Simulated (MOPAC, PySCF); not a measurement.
H3AlS3, SMILES `[SH][Al]([SH])[SH]`, neutral singlet in the gas phase. 

Cartesian coordinates (Å):
```xyz
7

S      2.4610    -0.1231    -0.3299
Al     0.3063     0.0998    -0.1455
S     -0.7878    -1.2398     1.1815
S     -0.6320     1.6739    -1.3212
H      2.4951    -1.1198     0.5722
H     -1.9719    -0.6477     0.9512
H     -1.8708     1.3568    -0.9083
```
Charge 0, multiplicity 1.

All levels are single points at this geometry (PBE0-D3(BJ)/def2-TZVP); Pople sets use spherical d functions. Orbital energies aren't observables, and empty levels follow the basis.

TPSSh-D3(BJ)/def2-TZVP in PySCF gives dipole (D) = 1.52.

### Question
Estimate the dipole (D) from each of these levels: B3LYP/3-21G in PySCF; B3LYP/6-31G* in PySCF; HF/STO-3G in PySCF; AM1 in MOPAC; PM3 in MOPAC.

### Answer

| level | dipole (D) |
|---|---|
| B3LYP/3-21G in PySCF | 2.41 |
| B3LYP/6-31G* in PySCF | 1.92 |
| HF/STO-3G in PySCF | 1.44 |
| AM1 in MOPAC | 2.33 |
| PM3 in MOPAC | 2.27 |
